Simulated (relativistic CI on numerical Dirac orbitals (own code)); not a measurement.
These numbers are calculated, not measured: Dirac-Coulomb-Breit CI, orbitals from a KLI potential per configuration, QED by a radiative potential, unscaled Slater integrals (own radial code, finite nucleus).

The strongest absorption lines from the ground level of an ion, among the configurations computed and to levels below about 200 eV (vacuum wavelength in Å, gf): 62.100 (0.6), 62.136 (0.84), 72.857 (0.32), 72.866 (0.48), 75.350 (0.96), 75.381 (1.9), 75.442 (2.8), 355.70 (0.42).

Which ion is it?
A. P⁸⁺
B. Na⁴⁺
C. Al⁸⁺
D. Al⁶⁺

D. Al⁶⁺ has 7 electrons and the ground level 2s²2p³ ⁴S°3/2; the strongest line goes to 2s²2p²3d ⁴P5/2. The pattern of lines fixes the number of electrons, and along that sequence the line energies rise steadily with the charge (about as its square where n changes within one kind of shell, about linearly where n is kept but much faster in heavy ions where fine structure, which grows about as Z⁴, sets the gap, and irregularly where shells cross), which fixes Z. Configurations outside the model, such as inner-shell arrays, can give stronger lines. At this charge configurations can still be misplaced by up to about 7 % of their energy. 29 of the 34 excited levels that our extract of the measured tables holds in this range could be paired (the sources list more); they are missed by 5958 cm⁻¹ on average and 22794 at most, and levels without a partner can miss by more.
